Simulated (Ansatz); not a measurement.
Na₈H₇⁺, relaxed as a singlet with RKS PBE0-D4/def2-SVP in Ansatz, starting from the GFN1-xTB geometry. Force threshold 0.02 eV/Å.

Another isomer (singlet) lies 0.90 eV lower at PBE0-D4/def2-TZVP; other spin states weren't run for this one.

Start:

```xyz
15

Na    2.4427    0.0300    1.2013
Na    1.2973    0.6503   -2.4370
Na   -3.3085   -0.7980    1.8640
Na   -3.0872    0.5732   -1.5975
Na   -0.6506   -1.4389    3.4823
Na   -0.4568    0.0767    0.5953
Na   -1.3047    0.7311   -4.4615
Na    6.1423    0.2081    1.9734
H    -2.9337    0.8136   -3.4496
H     4.3918    0.1250    1.5498
H     0.7036   -0.6355    2.2781
H     0.5921    0.5915   -4.1774
H     1.2645    0.5813   -0.4833
H    -2.5646   -1.5911    3.4200
H    -2.5283    0.0827    0.2422
```

Task: Estimate the energy that the relaxation releases and the steps that it takes.

Result: 14.7 kcal/mol, in 15 steps; 51 s on 4 threads of Arm Neoverse V2 on a shared host. The force fell under the threshold at step 9, but the optimiser went on and released 0.004 eV more. No frequencies were taken in this run, so the end may be a saddle point.

Task: Does the start keep its bonding?

Result: By distances, no bond broke or formed. The bond that changes most is Na4–H15, from 1.98 to 2.12 Å (atoms count from 1).

Task: Predict the relaxed structure.

Result: 
```xyz
15

Na    2.4752   -0.1222    1.2584
Na    1.5093    0.7449   -2.5358
Na   -3.6324   -0.8775    2.0426
Na   -3.3736    0.1940   -1.7705
Na   -0.5234   -1.1020    3.9767
Na   -0.5560   -0.2283    0.5680
Na   -1.2879    1.1772   -4.7937
Na    6.3951    0.1487    1.9225
H    -2.8666    0.7449   -3.5960
H     4.5155    0.0221    1.5685
H     0.6678   -0.5739    2.3703
H     0.6797    1.1660   -4.3005
H     1.2491    0.2123   -0.5511
H    -2.5061   -1.2027    3.6500
H    -2.7458   -0.3034    0.1905
```
Bond lengths (bridged metal pairs left out): 17 × H–Na 1.92 to 2.22 Å.
